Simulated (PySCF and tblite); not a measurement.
C4H4FN3, numbered as in [H]/[N:1]=[CH:2]\[c:3]1[cH:4][n:5][c:6]([F:7])[nH:8]1.

Level: PBE0-D3(BJ)/def2-SVP (IEF-PCM, chloroform)//GFN2-xTB, thermal terms from GFN2-xTB, symmetry numbers and mirror pairs counted. Conformers within 3 kcal/mol (GFN2-xTB free energy) were kept, 10 at most. Couplings: B3LYP/pcSseg-1 with pcJ-1 on H, F (gas phase; spin-dipole term only for pairs with B, N, F, Si or P). Couplings are for ¹⁹F, ¹H. (PySCF 2.14, tblite 0.8.)

Torsions listed: N1–C2–C3–N8.

```csv
conformer,shape,weight %
1,0°,82.6
2,180°,17.4
```

(1) Give the couplings in each conformer and the averages at 298.15 K (pairs that fast motion interchanges averaged).

Computed couplings to fluorine can be off by tens of per cent at such levels.

Results:

(1) 
```tsv
coupling	pairs	1	2	average (Hz)
⁶J(H1,F7)	1	-0.7	0.0	-0.6
⁵J(H2,F7)	1	2.6	-0.1	2.2
³J(F7,H8)	1	-9.4	-9.5	-9.4
³J(H1,H2)	1	27.7	27.5	27.6
⁴J(H2,H8)	1	-0.8	0.2	-0.7
⁴J(H4,H8)	1	1.6	1.6	1.6
```
